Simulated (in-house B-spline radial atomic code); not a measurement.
Ionisation energies with and without relativity, with size and susceptibility from the Dirac run. Dirac energy differences include first-order Breit, QED and recoil terms. NIST's values go from ground level to ground level; the uncertainty of those that are theory runs from under 0.1 % in few-electron ions to several per cent in heavy many-electron ones. Computed with a B-spline radial code for spherical atoms: non-relativistic Hartree-Fock and Dirac-Hartree-Fock, averages of the configuration (point nuclei without relativity, finite nuclei with it).

Some pairs differ by more than the removed electron.

```
ion      configuration  configuration after  ionisation non-relativistic (eV)  ionisation Dirac Breit and QED (eV)  tabulated value (eV)  radius at density 0.001 (bohr)  diamagnetic susceptibility (10⁻⁶ cm³/mol)
  C       [He] 2s2 2p2         [He] 2s2 2p1                             9.999                                9.995              11.26029                           3.634                                    -11.123
 Ni       [Ar] 3d8 4s2             [Ar] 3d9                             6.115                                6.618              7.639878                           4.435                                    -29.496
 Sn  [Kr] 4d10 5s2 5p2    [Kr] 4d10 5s2 5p1                             6.418                                6.366              7.343918                           4.786                                    -49.247
 Te  [Kr] 4d10 5s2 5p4    [Kr] 4d10 5s2 5p3                             8.960                                8.923              9.009808                           4.639                                    -49.569
 Yb      [Xe] 4f14 6s2        [Xe] 4f14 6s1                             4.785                                5.142               6.25416                           5.166                                    -60.871
```
